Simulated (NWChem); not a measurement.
Program: NWChem. System: CCl, charge 0, spin multiplicity 2, at a geometry optimised with UPBE/def2-SVP. The structure started from a generated list of species. Its SCF solution wasn't tested for a lower state. Level: ROCCSD(T)/def2-TZVPD, 6 core orbitals frozen.

Job file:

```
start mol
memory heap 100 mb stack 700 mb global 1900 mb
geometry units angstroms nocenter noautoz
  C      0.000000     0.000000     1.238670
  Cl     0.000000     0.000000    -0.437178
  symmetry group C2v
end
basis spherical
  * library def2-tzvpd
end
scf
  rohf
  nopen 1
  maxiter 100
  thresh 1e-7
  semidirect memsize 60000000 filesize 0
  # guess.movecs holds the orbitals of an unrestricted PBE0 run
  vectors input guess.movecs output mol.movecs
end
tce
  freeze core 6
  ccsd(t)
  2eorb
  2emet 13
  thresh 1e-6
  maxiter 100
  tilesize 24
end
task tce energy
```

Part of the output:

```
             Northwest Computational Chemistry Package (NWChem) 7.3.0
             --------------------------------------------------------

                                NWChem Input Module
                                -------------------

 Scaling coordinates for geometry "geometry" by  1.889725989
 (inverse scale =  0.529177249)

 Turning off AUTOSYM since
 SYMMETRY directive was detected!

                             Geometry "geometry" -> ""
                             -------------------------

 Output coordinates in angstroms (scale by  1.889725989 to convert to a.u.)

  No.       Tag          Charge          X              Y              Z
 ---- ---------------- ---------- -------------- -------------- --------------
    1 C                    6.0000     0.00000000     0.00000000     1.23867000
    2 Cl                  17.0000     0.00000000     0.00000000    -0.43717800

 Effective nuclear repulsion energy (a.u.)      32.2082190019

            Nuclear Dipole moment (a.u.)
            ----------------------------
        X                 Y               Z
 ---------------- ---------------- ----------------
     0.0000000000     0.0000000000    -0.0000113384

      Symmetry information
      --------------------

 Group name             C2v
 Group number             16
 Group order               4
 No. of unique centers     2

      Symmetry unique atoms

     1    2


 Summary of "ao basis" -> "" (spherical)
 ------------------------------------------------------------------------------
       Tag                 Description            Shells   Functions and Types
 ---------------- ------------------------------  ------  ---------------------
 *                         def2-tzvpd                 on all atoms

 Summary of "ao basis" -> "ao basis" (spherical)
 ------------------------------------------------------------------------------
       Tag                 Description            Shells   Functions and Types
 ---------------- ------------------------------  ------  ---------------------
 C                         def2-tzvpd               13       37   6s3p3d1f
 Cl                        def2-tzvpd               16       46   6s6p3d1f

                                 NWChem SCF Module
                                 -----------------

  ao basis        = "ao basis"
  functions       =    83
  atoms           =     2
  closed shells   =    11
  open shells     =     1
  charge          =   0.00
  wavefunction    = ROHF
  use symmetry    = T
  symmetry adapt  = T

 Summary of "ao basis" -> "ao basis" (spherical)
 ------------------------------------------------------------------------------
       Tag                 Description            Shells   Functions and Types
 ---------------- ------------------------------  ------  ---------------------
 C                         def2-tzvpd               13       37   6s3p3d1f
 Cl                        def2-tzvpd               16       46   6s6p3d1f

      Symmetry analysis of basis
      --------------------------

        a1         37
        a2          8
        b1         19
        b2         19

 Forming initial guess at       0.0s

      Symmetry analysis of molecular orbitals - initial
      -------------------------------------------------

  Numbering of irreducible representations:

     1 a1          2 a2          3 b1          4 b2

  Orbital symmetries:

     1 a1          2 a1          3 a1          4 a1          5 b1
     6 b2          7 a1          8 a1          9 b2         10 b1
[...]
           0.000000000000           0.000000000000           0.000000000000

  Mulliken analysis of the total density
  --------------------------------------

    Atom       Charge   Shell Charges
 -----------   ------   -------------------------------------------------------
    1 C    6     5.91   0.86  1.11  0.65  0.98  0.26  0.01  0.83  0.97  0.18  0.01  0.06 -0.02  0.01
    2 Cl  17    17.09   2.01  0.45  1.52  1.09  0.88  0.02  4.18  1.69  1.07  2.79  1.29  0.01  0.02  0.05  0.00  0.01

 Mulliken analysis of the open-shell density
 -------------------------------------------

    Atom       Charge   Shell Charges
 -----------   ------   -------------------------------------------------------
    1 C    6     0.93   0.00 -0.00  0.00 -0.00  0.00  0.00  0.38  0.41  0.14  0.00 -0.00 -0.00 -0.00
    2 Cl  17     0.07   0.00  0.00 -0.00  0.00 -0.00 -0.00  0.00 -0.00  0.01  0.03 -0.00 -0.00  0.01  0.02  0.01  0.00

       Multipole analysis of the density wrt the origin
       ------------------------------------------------

     L   x y z        total         open         nuclear
     -   - - -        -----         ----         -------
     0   0 0 0     -0.000000     -1.000000     23.000000

     1   1 0 0     -0.000000     -0.000000      0.000000
     1   0 1 0      0.000000      0.000000      0.000000
     1   0 0 1     -0.373750     -2.024188     -0.000011

     2   2 0 0    -12.986490     -0.690774      0.000000
     2   1 1 0      0.000000      0.000000      0.000000
     2   1 0 1      0.000000     -0.000000      0.000000
     2   0 2 0    -14.304614     -2.073844      0.000000
     2   0 1 1     -0.000000     -0.000000      0.000000
     2   0 0 2    -15.023984     -6.063204     44.477386

                   NWChem Extensible Many-Electron Theory Module
                   ---------------------------------------------


            General Information
            -------------------
      Number of processors :     1
         Wavefunction type : Restricted open-shell Hartree-Fock
          No. of electrons :    23
           Alpha electrons :    12
            Beta electrons :    11
           No. of orbitals :   166
            Alpha orbitals :    83
             Beta orbitals :    83
        Alpha frozen cores :     6
         Beta frozen cores :     6
     Alpha frozen virtuals :     0
      Beta frozen virtuals :     0
         Spin multiplicity : doublet
    Number of AO functions :    83
       Number of AO shells :    29
        Use of symmetry is : on
      Symmetry adaption is : on
         Schwarz screening : 0.10D-09

          Correlation Information
          -----------------------
          Calculation type : Coupled-cluster singles & doubles w/ perturbation
   Perturbative correction : (T)
            Max iterations :      100
        Residual threshold : 0.10D-05
     T(0) DIIS level shift : 0.00D+00
     L(0) DIIS level shift : 0.00D+00
     T(1) DIIS level shift : 0.00D+00
     L(1) DIIS level shift : 0.00D+00
     T(R) DIIS level shift : 0.00D+00
     T(I) DIIS level shift : 0.00D+00
   CC-T/L Amplitude update :  5-th order DIIS
                I/O scheme : Global Array Library
        L-threshold :  0.10D-05
        EOM-threshold :  0.10D-05
 no EOMCCSD initial starts read in
 TCE RESTART OPTIONS
 SLICE:      F
 D4D5:       F
 quantumc:   F
 qrotation:  F
 pwtce:      F
 qducc:      F
 nacto:                         0
 nrotv:                         0
 nrot:                          0

            Memory Information
            ------------------
          Available GA space size is     249023022 doubles
          Available MA space size is     104850316 doubles

 Maximum block size supplied by input
 Maximum block size        24 doubles

 tile_dim =     17

 -------------------------------------------------

 Global array virtual files algorithm will be used

 Parallel file system coherency ......... OK

 4-electron integrals stored in orbital form

 v2    file size   =          2098946
 4-index algorithm nr.  13 is used
 imaxsize =       30
 imaxsize ichop =        0


CCSD iterations
 ---------------------------------------------------------
 Iter          Residuum       Correlation     Cpu    Wall
 ---------------------------------------------------------
    1   0.1522713448882  -0.3016067146446     0.4     0.4
    2   0.0431154483224  -0.3177654207598     0.6     0.6
    3   0.0176094257063  -0.3245885781954     0.5     0.5
    4   0.0091864572965  -0.3260811955159     0.6     0.6
    5   0.0048719658086  -0.3269120477794     0.6     0.6
    6   0.0024606046817  -0.3274866493137     0.4     0.4
    7   0.0016168637131  -0.3275851807803     0.4     0.4
    8   0.0015254331602  -0.3275580575968     0.4     0.4
    9   0.0015421310498  -0.3276029833330     0.5     0.5
   10   0.0016705918946  -0.3275887080640     0.5     0.5
   11   0.0001423396566  -0.3276142189068     0.4     0.4
   12   0.0000777695801  -0.3276187133422     0.5     0.5
   13   0.0000623562625  -0.3276230024146     0.4     0.4
   14   0.0000456570892  -0.3276209368711     0.4     0.4
   15   0.0000398160837  -0.3276236941552     0.4     0.4
   16   0.0000096127695  -0.3276229750252     0.4     0.4
   17   0.0000065710937  -0.3276230101196     0.4     0.4
   18   0.0000063164095  -0.3276228543577     0.4     0.4
   19   0.0000065840437  -0.3276229704825     0.4     0.4
   20   0.0000071662656  -0.3276228914257     0.4     0.4
   21   0.0000007322902  -0.3276229585040     0.6     0.6
 -----------------------------------------------------------------
 Iterations converged
 CCSD correlation energy / hartree =        -0.327622958503972
 CCSD total energy / hartree       =      -497.575361131544867

 Singles contributions

 Doubles contributions
 CCSD(T)
 Using plain CCSD(T) code
             total no. of tasks         1632
 total no. of tasks / no. procs         1632
                         wl_min            1           1.0
                         wl_max       117045           7.0
        thresh for no. of tasks         1632

 CCSD[T]  correction energy / hartree =        -0.018065083672020
 CCSD[T] correlation energy / hartree =        -0.345688042175992
 CCSD[T] total energy / hartree       =      -497.593426215216880
 CCSD(T)  correction energy / hartree =        -0.017042278639099
 CCSD(T) correlation energy / hartree =        -0.344665237143071
 CCSD(T) total energy / hartree       =      -497.592403410183977

 Task  times  cpu:       21.4s     wall:       21.4s

 Total times  cpu:       21.4s     wall:       21.4s
```
